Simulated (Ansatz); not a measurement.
Stepwise reaction of `[NH2][In]([NH2])[Br]` with hydrogen fluoride, as a gas-phase model of exchange steps in deposition or etching. ΔE in kJ/mol; ΔG adds harmonic PBE0-D4 terms to CCSD(T)/CBS, at 1 bar.

Calculated with Ansatz (gas phase, PBE0-D4/def2-TZVP geometries, no zero-point term in ΔE). CCSD(T)/CBS adds triple-zeta CCSD(T) − MP2 to the extrapolated MP2 energy (def2 sets, frozen cores). This one scheme is used for every species. Functionals use def2-TZVPP. B3LYP here is the variant with VWN-RPA as its local correlation; programs differ in this. Elements past krypton have def2 core potentials. For Br, In outer-core shells are correlated without core-valence functions, which leaves a few kJ/mol of doubt a bond. Scalar relativity is left out up to krypton. One conformer a species, not always the lowest.

| step | reaction | PBE-D4 | B3LYP-D4 | ωB97M-V | CCSD(T)/CBS | ΔG(600 K) |
| --- | --- | --- | --- | --- | --- | --- |
| 1 | `[NH2][In]([NH2])[Br]` + H–F → `[NH2][In]([F])[Br]` + NH₃ | -51.6 | -54.1 | -51.4 | -42.5 | -41.4 |
| 2 | `[NH2][In]([F])[Br]` + H–F → `[F][In]([F])[Br]` + NH₃ | -34.1 | -36.2 | -34.6 | -26.3 | -22.4 |

Task: By hand: ΔE of the 2 steps together at CCSD(T)/CBS.

Result: (-42.5) + (-26.3) = -68.8 kJ/mol, or -34.4 kJ/mol a step.

In ΔE each step is higher than the one before. All are downhill at CCSD(T)/CBS. ΔG lies between -41.4 and -22.4 kJ/mol a step. PBE-D4 differs from CCSD(T)/CBS by -9.1 to -7.8 kJ/mol a step. Isolated molecules leave out the surface, adducts and barriers. Largest T1 diagnostic: 0.014.
